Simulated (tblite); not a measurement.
Species: C8H13PS.
Structure used (GFN2-xTB), in Å, numbered top down from 1:
```
atom  x, y, z in Å
C1     3.4575    1.0573   -1.1733
C2     2.6940    0.1441   -1.0399
C3     1.7274   -0.9029   -0.8281
P4     0.3846   -0.2031    0.3282
C5     0.4633    0.4270    1.9033
C6    -0.8243   -1.5855    0.2966
C7    -2.1738   -1.0839    0.7776
S8    -2.9165    0.0773   -0.4101
C9    -1.7282    1.4453   -0.2437
C10   -0.3590    1.0602   -0.7725
H11    4.1500    1.8323   -1.3133
H12    1.3098   -1.2409   -1.7799
H13    2.1964   -1.7506   -0.3159
H14    0.8003   -0.3235    2.6163
H15    1.0925    1.3145    1.9376
H16   -0.9036   -1.9972   -0.7135
H17   -0.4574   -2.3692    0.9677
H18   -2.8909   -1.8996    0.8744
H19   -2.0745   -0.5658    1.7328
H20   -2.1566    2.2735   -0.8087
H21   -1.6712    1.7098    0.8133
H22    0.3059    1.9300   -0.7716
H23   -0.4303    0.6778   -1.7946
```

Level: GFN2-xTB in tblite, geometry and Hessian alike; calculated harmonic values, unscaled, isolated species. Errors from tens to a few hundred cm⁻¹ against measured bands are possible. One conformer, not necessarily the lowest.

Harmonic wavenumbers (cm⁻¹): 42.7, 72.7, 99.4, 165.4, 188.8, 195.2, 238.4, 263.1, 273.7, 293.8, 300.1, 306.1, 370.2, 378.0, 454.0, 598.3, 635.4, 650.9, 673.1, 675.9, 681.4, 706.1, 739.2, 756.6, 771.4, 827.4, 858.4, 917.5, 918.4, 998.9, 1016.4, 1034.3, 1040.7, 1059.7, 1071.8, 1093.7, 1118.9, 1145.3, 1150.5, 1246.2, 1251.6, 1252.0, 1263.7, 1390.3, 1393.5, 1404.5, 1412.6, 1419.0, 1426.7, 2282.1, 2914.2, 2924.4, 2930.6, 2931.8, 2944.6, 2948.1, 2960.8, 2968.3, 2969.6, 2976.7, 2990.1, 2992.4, 3399.5.

A = 1917, B = 633.7, C = 586.9 MHz; mass 172.048 u (most abundant isotopes); point group C1, symmetry number 1.

Task: What is the zero-point energy?

Result: ½Σν̃ = 39688 cm⁻¹ = 474.77 kJ/mol.

Task: Entropy at 400 K, 1 bar (ideal gas, RRHO, classical rotation)?

Result: Translation 179.17, rotation 131.23, vibration 211.42: S = 521.8 J/(mol K).

Task: And Cp and H(400 K) − H(0)?

Result: Cp = 258.97 J/(mol K), of which vibrations give 225.71 (their classical limit is 63 R = 523.8); H(400 K) − H(0) = 58.76 kJ/mol without the zero-point energy, 45.45 from vibrations.

Task: Which modes carry the vibrational entropy at 400 K?

Result: 42.7 cm⁻¹: 23.90; 72.7 cm⁻¹: 19.49; 99.4 cm⁻¹: 16.91; 165.4 cm⁻¹: 12.75; 188.8 cm⁻¹: 11.69; 195.2 cm⁻¹: 11.42 J/(mol K); the other 57 give 115.25 together.

Task: Blend soft modes into free rotors: weight 1/[1 + (100 cm⁻¹/ν̃)⁴] for the oscillator and the rest for a rotor with moment μB/(μ + B), μ = h/(8π²ν), B = 10⁻⁴⁴ kg m². What vibrational entropy results?

Result: 198.36 J/(mol K) in place of 211.42, which changes −T·S at 400 K by +5.22 kJ/mol.

Task: How do the functions run with temperature in this model?

Result: 
```tsv
T (K)	S (J/(mol K))	Cp (J/(mol K))	H − H(0) (kJ/mol)	G − H(0) (kJ/mol)	ln q(vib)
100	303.5	88.8	5.72	-24.63	1.84
200	383.7	148.4	17.63	-59.12	4.99
300	455.0	206.7	35.40	-101.10	8.35
500	584.4	301.5	86.86	-205.31	15.16
800	746.4	386.7	191.30	-405.83	24.91
1000	836.9	423.6	272.52	-564.36	30.88
```

q(vib) and H(0) count from the zero-point level.

Task: What must be added to the electronic energy to get the Gibbs energy at 400 K and 1 bar?

Result: ZPE + [H(400 K) − H(0)] − T·S = 474.77 + 58.76 − 208.73 = 324.80 kJ/mol.

Hindered rotation and anharmonicity are outside this model. Other conformers, if any are populated, would add a mixing term that is left out. The structure is chiral; the term R ln 2 for an equal mix with its mirror image is left out.
